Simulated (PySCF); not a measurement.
ClCu, triplet, at a GFN2-xTB geometry of the parent state (such geometries of metal compounds can be far from the true shape) (another spin typed on purpose, not shown lowest); HF/6-31G* (PySCF).

Input for PySCF:
```python
from pyscf import gto, scf

mol = gto.Mole()
mol.atom = '''
    Cu   -0.00000000   -0.00000000   -0.75781346
    Cl    0.00000000    0.00000000    1.29274060
'''
mol.basis = '6-31g*'
mol.spin = 2
mol.verbose = 4
mol.build()

mf = scf.ROHF(mol)
mf.kernel()
```

What the program printed (banner, timings and long lists left out):

```
PySCF version 2.14.0

[INPUT] verbose = 4
[INPUT] num. atoms = 2
[INPUT] num. electrons = 46
[INPUT] charge = 0
[INPUT] spin (= nelec alpha-beta = 2S) = 2
[INPUT] symmetry False subgroup None
[INPUT] Mole.unit = angstrom
[INPUT] Symbol           X                Y                Z      unit          X                Y                Z       unit  Magmom
[INPUT]  1 Cu     0.000000000000   0.000000000000  -0.757813460000 AA    0.000000000000   0.000000000000  -1.432059892909 Bohr   0.0
[INPUT]  2 Cl     0.000000000000   0.000000000000   1.292740600000 AA    0.000000000000   0.000000000000   2.442925684106 Bohr   0.0

nuclear repulsion = 127.226279995544
number of shells = 20
number of NR pGTOs = 148
number of NR cGTOs = 52
basis = 6-31g*
ecp = {}

******** <class 'pyscf.scf.rohf.ROHF'> ********
method = ROHF
initial guess = minao
damping factor = 0
level_shift factor = 0
DIIS = <class 'pyscf.scf.diis.CDIIS'>
diis_start_cycle = 1
diis_space = 8
diis_damp = 0
SCF conv_tol = 1e-09
SCF conv_tol_grad = None
SCF max_cycles = 50
direct_scf = True
direct_scf_tol = 1e-13
num. doubly occ = 22  num. singly occ = 2
Set gradient conv threshold to 3.16228e-05
init E= -2097.69195669957
  HOMO = -0.0567256009660779  LUMO = 0.0708635802742465  gap/eV = 3.47188
cycle= 1 E= -2098.00180068748  delta_E= -0.31  |g|= 0.882  |ddm|=  1.4
  HOMO = -0.174973901031596  LUMO = 0.0410311538332028  gap/eV = 5.87780
cycle= 2 E= -2097.62563505519  delta_E= 0.376  |g|= 1.66  |ddm|=  1.5
  HOMO = -0.105154057026991  LUMO = 0.0688189212007357  gap/eV = 4.73405
cycle= 3 E= -2098.12002304488  delta_E= -0.494  |g|= 0.502  |ddm|= 1.17
  HOMO = -0.128305441747906  LUMO = 0.0639017228633944  gap/eV = 5.23022
cycle= 4 E= -2098.15925994523  delta_E= -0.0392  |g|= 0.23  |ddm|= 0.341
  HOMO = -0.142824042242463  LUMO = 0.0604951240535376  gap/eV = 5.53260
cycle= 5 E= -2098.1682028519  delta_E= -0.00894  |g|= 0.0279  |ddm|= 0.24
  HOMO = -0.138583866842515  LUMO = 0.0614410758924635  gap/eV = 5.44296
cycle= 6 E= -2098.16852773077  delta_E= -0.000325  |g|= 0.0114  |ddm|= 0.0446
  HOMO = -0.137008187073048  LUMO = 0.0618846607025159  gap/eV = 5.41215
cycle= 7 E= -2098.16861801359  delta_E= -9.03e-05  |g|= 0.0038  |ddm|= 0.0191
  HOMO = -0.137001895347629  LUMO = 0.0619335211253664  gap/eV = 5.41331
cycle= 8 E= -2098.16862524546  delta_E= -7.23e-06  |g|= 0.000847  |ddm|= 0.00575
  HOMO = -0.136969234522638  LUMO = 0.0619268088832285  gap/eV = 5.41224
cycle= 9 E= -2098.16862599158  delta_E= -7.46e-07  |g|= 0.000249  |ddm|= 0.00197
  HOMO = -0.137000933751485  LUMO = 0.0619216009000119  gap/eV = 5.41296
cycle= 10 E= -2098.16862605431  delta_E= -6.27e-08  |g|= 0.000151  |ddm|= 0.000779
  HOMO = -0.136988877990867  LUMO = 0.0619242081497988  gap/eV = 5.41270
cycle= 11 E= -2098.16862606531  delta_E= -1.1e-08  |g|= 2.97e-05  |ddm|= 0.000257
  HOMO = -0.136988325318431  LUMO = 0.0619244649976594  gap/eV = 5.41269
cycle= 12 E= -2098.16862606804  delta_E= -2.73e-09  |g|= 2.35e-05  |ddm|= 7.52e-05
  HOMO = -0.136987938126083  LUMO = 0.0619247764631848  gap/eV = 5.41269
cycle= 13 E= -2098.16862607047  delta_E= -2.43e-09  |g|= 2.18e-05  |ddm|= 6.39e-05
  HOMO = -0.136987649025481  LUMO = 0.0619253529627375  gap/eV = 5.41270
cycle= 14 E= -2098.16862607438  delta_E= -3.91e-09  |g|= 2.05e-05  |ddm|= 0.000107
  HOMO = -0.136987780882899  LUMO = 0.0619287493332072  gap/eV = 5.41279
cycle= 15 E= -2098.16862609584  delta_E= -2.15e-08  |g|= 1.14e-05  |ddm|= 0.000801
  HOMO = -0.136987952568612  LUMO = 0.0619320192863407  gap/eV = 5.41289
cycle= 16 E= -2098.16862610358  delta_E= -7.74e-09  |g|= 2.47e-06  |ddm|= 0.000744
  HOMO = -0.136987978207861  LUMO = 0.0619324935762243  gap/eV = 5.41290
cycle= 17 E= -2098.16862610373  delta_E= -1.49e-10  |g|= 4.97e-07  |ddm|= 0.00011
  HOMO = -0.136987956482136  LUMO = 0.0619325028301228  gap/eV = 5.41290
Extra cycle  E= -2098.16862610373  delta_E= -2.27e-12  |g|= 2.67e-07  |ddm|= 1.76e-06
converged SCF energy = -2098.16862610373
```
